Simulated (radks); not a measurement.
Results of a calculation; reference values are marked as such.
Q: P+, configuration [Ne] 3s2 3p2. Code: a radial shooting solver on a logarithmic mesh with Libxc functionals. Model: Dirac Kohn-Sham, PBE, spin-unpolarised, spherical densities, finite nucleus; open shells are shared between the two j in proportion to 2j + 1; Fermi nuclear charge, rms radius 3.1889 fm. Some entries of the table are withheld. Estimate them.

orbital      occ.  eigenvalue (hartree)  <r> (bohr)
1s1/2           2             -76.98393         (1)
2s1/2           2              -6.78418      0.5194
2p1/2           2                   (2)      0.4834
2p3/2           4                   (3)      0.4857
3s1/2           2              -0.85575       1.820
3p1/2    0.666667                   (4)         (5)
3p3/2     1.33333                   (6)         (7)

A: 
(1) 1s1/2 <r> (bohr): 0.1036
(2) 2p1/2 eigenvalue (hartree): -4.98838
(3) 2p3/2 eigenvalue (hartree): -4.95464
(4) 3p1/2 eigenvalue (hartree): -0.52398
(5) 3p1/2 <r> (bohr): 2.133
(6) 3p3/2 eigenvalue (hartree): -0.52157
(7) 3p3/2 <r> (bohr): 2.139
